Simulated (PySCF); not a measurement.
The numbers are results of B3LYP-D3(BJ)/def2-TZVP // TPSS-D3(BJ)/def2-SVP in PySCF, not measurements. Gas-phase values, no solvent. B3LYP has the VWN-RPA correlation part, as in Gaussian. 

Reference species: [Zr(Cl)4] (neutral, multiplicity 1).

| Property | Value |
|---|---|
| HOMO–LUMO gap | 6.43 eV |
| mean distance from the central atom to its bonded neighbours | 2.337 Å |
| charge on the central atom (Mulliken) | 1.32 e |
| coordination number | 4 |

After one change: the HOMO–LUMO gap falls by 0.67 eV; the mean distance from the central atom to its bonded neighbours drops by 0.338 Å; the charge on the central atom (Mulliken) goes up by 0.07 e; the coordination number is nearly the same.

Problem. What was changed between the two runs? The new species is one of these.
A. [Mo(=O)(Cl)4]
B. [W(=O)2(Cl)2]
C. [V(=O)(Cl)3]
D. [Cr(=O)2(Cl)2]

Solution. B, [W(=O)2(Cl)2]
